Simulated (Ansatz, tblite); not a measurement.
Potential energy curve for SMILES [C-](#[O+])->[Mn](<-[C-]#[O+])(<-[C-]#[O+])(<-[C-]#[O+])(<-[C-]#[O+])[CH3]. The C2–O15 bond (C2 also carries Mn; O15 carries nothing else) is stretched with both fragments frozen at the PBE0/def2-SVP optimised geometry.

Levels: GFN2-xTB, 300 K electronic temperature (tblite); UKS-PBE = unrestricted PBE/def2-SVP (Ansatz, a first-principles code); RKS-PBE = restricted PBE/def2-SVP (Ansatz); UKS-B3LYP = unrestricted B3LYP/def2-SVP (Ansatz); UKS-PBE0 = unrestricted PBE0/def2-SVP run with Ansatz.

Energies are in kJ/mol, each relative to the lowest point of its own curve near equilibrium.

```json
[
 {"R / Å": "0.94", "GFN2-xTB": "343.3", "UKS-PBE": "418.0", "RKS-PBE": "418.0", "UKS-B3LYP": "385.4", "UKS-PBE0": "380.9"},
 {"R / Å": "1.00", "GFN2-xTB": "___", "UKS-PBE": "186.2", "RKS-PBE": "186.2", "UKS-B3LYP": "163.4", "UKS-PBE0": "159.5"},
 {"R / Å": "1.07", "GFN2-xTB": "___", "UKS-PBE": "47.4", "RKS-PBE": "47.4", "UKS-B3LYP": "35.8", "UKS-PBE0": "33.5"},
 {"R / Å": "1.10", "GFN2-xTB": "___", "UKS-PBE": "18.5", "RKS-PBE": "18.5", "UKS-B3LYP": "11.6", "UKS-PBE0": "___"},
 {"R / Å": "1.14", "GFN2-xTB": "0.0", "UKS-PBE": "0.8", "RKS-PBE": "0.8", "UKS-B3LYP": "0.0", "UKS-PBE0": "0.0"},
 {"R / Å": "1.17", "GFN2-xTB": "4.7", "UKS-PBE": "0.0", "RKS-PBE": "0.0", "UKS-B3LYP": "___", "UKS-PBE0": "4.8"},
 {"R / Å": "1.23", "GFN2-xTB": "35.3", "UKS-PBE": "22.1", "RKS-PBE": "22.1", "UKS-B3LYP": "34.3", "UKS-PBE0": "38.1"},
 {"R / Å": "1.29", "GFN2-xTB": "85.3", "UKS-PBE": "66.3", "RKS-PBE": "66.3", "UKS-B3LYP": "86.5", "UKS-PBE0": "93.3"},
 {"R / Å": "1.39", "GFN2-xTB": "192.7", "UKS-PBE": "166.8", "RKS-PBE": "166.8", "UKS-B3LYP": "199.4", "UKS-PBE0": "211.4"},
 {"R / Å": "1.52", "GFN2-xTB": "349.7", "UKS-PBE": "315.7", "RKS-PBE": "315.7", "UKS-B3LYP": "361.9", "UKS-PBE0": "381.2"},
 {"R / Å": "1.66", "GFN2-xTB": "517.3", "UKS-PBE": "472.1", "RKS-PBE": "472.1", "UKS-B3LYP": "529.7", "UKS-PBE0": "556.6"},
 {"R / Å": "1.85", "GFN2-xTB": "720.3", "UKS-PBE": "657.1", "RKS-PBE": "657.1", "UKS-B3LYP": "724.1", "UKS-PBE0": "759.9"},
 {"R / Å": "2.10", "GFN2-xTB": "929.7", "UKS-PBE": "844.1", "RKS-PBE": "844.9", "UKS-B3LYP": "894.7", "UKS-PBE0": "926.5"},
 {"R / Å": "2.39", "GFN2-xTB": "1086.3", "UKS-PBE": "946.9", "RKS-PBE": "993.6", "UKS-B3LYP": "960.6", "UKS-PBE0": "987.1"},
 {"R / Å": "2.79", "GFN2-xTB": "1179.9", "UKS-PBE": "993.4", "RKS-PBE": "1111.5", "UKS-B3LYP": "988.0", "UKS-PBE0": "1012.0"},
 {"R / Å": "3.30", "GFN2-xTB": "—", "UKS-PBE": "1014.5", "RKS-PBE": "___", "UKS-B3LYP": "1001.2", "UKS-PBE0": "1023.2"}
]
```

Q: What belongs in the gaps?

A: 
- 1.00, GFN2-xTB: 142.0
- 1.07, GFN2-xTB: 29.1
- 1.10, GFN2-xTB: 8.6
- 1.10, UKS-PBE0: 10.2
- 1.17, UKS-B3LYP: 3.6
- 3.30, RKS-PBE: 1177.9

Dashes: no converged value, or the column stops at the first point that the program doubted or that broke a chosen test of continuity, which isn't proof of a fault.

The unrestricted determinant behind UKS-PBE, UKS-B3LYP, UKS-PBE0 is spin-contaminated at 2.10 to 3.30 Å (<S²> up to 1.0, against 0.00 for a pure singlet). The restricted form behind RKS-PBE keeps the bonding electrons paired and can't separate into open-shell fragments.
